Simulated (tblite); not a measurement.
Give a GFN2-xTB geometry of InChI=1S/C6H7F3OSi/c1-3-5-11(10-4-2)6(7,8)9/h1,4,11H,2,5H2/t11-/m0/s1.

```
atom  x, y, z in Å
C1     3.4044    1.1874   -0.6585
C2     2.2557    1.1396   -0.3286
C3     0.8669    1.0591    0.0709
Si4   -0.0369   -0.4155   -0.7347
O5    -1.4776   -0.7269   -0.0652
C6    -2.6722   -0.0925   -0.0693
C7    -2.9527    1.0147   -0.7280
C8     0.9382   -2.0079   -0.2031
F9     0.2535   -3.1538   -0.3814
F10    1.3106   -1.9957    1.0928
F11    2.0768   -2.1469   -0.9123
H12    4.4134    1.2363   -0.9391
H13    0.8288    0.9556    1.1616
H14    0.3741    2.0018   -0.1808
H15   -0.0465   -0.3974   -2.1948
H16   -3.3964   -0.6104    0.5460
H17   -3.9325    1.4497   -0.6800
H18   -2.2164    1.5090   -1.3367
```

Orientation and origin are arbitrary. Atoms count from 1 in this order. The C–Si distances run from 1.908 Å (C3–Si4, drawn single) to 1.942 Å (Si4–C8, drawn single), a spread of 0.034 Å. Of the pairs four or more bonds apart, Si4···H18 is among the closest relative to their van der Waals radii: 2.97 Å, 90 % of the sum of Bondi's values. The C–C distances run from 1.196 Å (C1≡C2, drawn triple) to 1.447 Å (C2–C3, drawn single), a spread of 0.251 Å. All 3 C–F bonds measure 1.347 to 1.349 Å.

Bonds between heavy atoms (Å): C1≡C2 1.196, C2–C3 1.447, C3–Si4 1.908, Si4–O5 1.619, O5–C6 1.353, C6=C7 1.318, Si4–C8 1.942, C8–F9 1.347, C8–F10 1.348, C8–F11 1.349.

Structure optimised with GFN2-xTB, isolated species.

Point group: C1 (no symmetry element, even within 0.4 Å). Its GFN2-xTB frequencies are all real (lowest 21 cm⁻¹). One conformer, not necessarily the lowest (C2–C3–Si4–O5 167°, C3–Si4–O5–C6 71°, Si4–O5–C6–C7 3°).

The numbers are calculated, not measured.
